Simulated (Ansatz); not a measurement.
Input for Ansatz (a program for electronic structure): U-CCSD(T)/cc-pV(T+d)Z on BH5OSi (SMILES BO[SiH3]), a point of a bond scan (R = 1.994 Å). Files ending in .json are basis or fitting sets from the Basis Set Exchange.

Ansatz 0.2 input:
```yaml
crystal:
  periodic: [false, false, false]
  atoms:
    - {symbol: B, position_ang: [-0.35530603, 0.16770934, 1.74610802]}
    - {symbol: H, position_ang: [-1.12197553, 0.72282709, 2.47443685]}
    - {symbol: H, position_ang: [0.51570290, -0.54223566, 2.16560005]}
    - {symbol: O, position_ang: [-0.48933143, 0.35730853, 0.41765439]}
    - {symbol: Si, position_ang: [0.33065961, -0.20123129, -0.91475675]}
    - {symbol: H, position_ang: [1.04883644, 1.37753442, -1.89821617]}
    - {symbol: H, position_ang: [-0.62978211, -0.93425439, -1.76420217]}
    - {symbol: H, position_ang: [1.43535929, -1.09433874, -0.49777027]}
basis:
  gaussian:
    orbitals: cc-pV_T+d_Z.json
correlation: {method: ccsd_t, electrons: outside_noble_gas}
scf: {omitted_lower_state_checks: [cluster_reference]}
magnetization: {spin_polarized: true, initial_magnetization: 0}
```

It printed:

```
WARN ansatz: RAYON_NUM_THREADS=2 ignored (pool sized by the plan → 2); use --threads N
Functional definition: HF
these checks for a lower state are left out or cut short: cluster_reference
integrals: 0.82 GiB planned
971 factors; integrals over basis functions are off by at most 1.1e-3 eV
mean field: 0.58 GiB planned
mean field evaluation 1: about -10649.9321 eV, gradient 2.4e1 eV
mean field evaluation 2: about -10649.9324 eV, gradient 2.4e1 eV
mean field evaluation 4: about -10652.3958 eV, gradient 2.3e0 eV
mean field evaluation 8: about -10652.4331 eV, gradient 5.7e-4 eV
mean field evaluation 16: about -10650.5120 eV, gradient 7.9e0 eV
mean field -10652.43307452 eV, -391.4696950101 hartree, gradient 1.6e-6 eV, S^2 0.000000; 2 other end points of the search recorded, 0 dependent functions left out
7 core orbitals not correlated
reference -10652.43307452 eV, -391.4696950101 hartree; 9, 9 occupied and 153, 153 virtual orbitals, 971 factors
second order -12.73413089 eV of doubles, -0.00000000 eV of singles
coupled cluster: 3.70 GiB planned
cycle   1  -13.24793437 eV  change   -5.1e-1 eV  update   9.2e-2
cycle   2  -13.66780870 eV  change   -4.2e-1 eV  update   3.1e-2
cycle   3  -13.77504058 eV  change   -1.1e-1 eV  update   1.6e-2
cycle   4  -13.76536516 eV  change    9.7e-3 eV  update   4.2e-3
cycle   5  -13.76540735 eV  change   -4.2e-5 eV  update   1.8e-3
cycle   6  -13.76532606 eV  change    8.1e-5 eV  update   5.1e-4
cycle   7  -13.76513780 eV  change    1.9e-4 eV  update   1.6e-4
cycle   8  -13.76519425 eV  change   -5.6e-5 eV  update   6.1e-5
cycle   9  -13.76521532 eV  change   -2.1e-5 eV  update   1.8e-5
perturbative correction -0.46528289 eV, -0.0170988307 hartree
Total energy: -10666.66357272 eV, -391.9926561732 hartree
Checks for a lower state left out: cluster_reference
```

The run converged.

Cost: about 80 core-seconds (a rough figure).
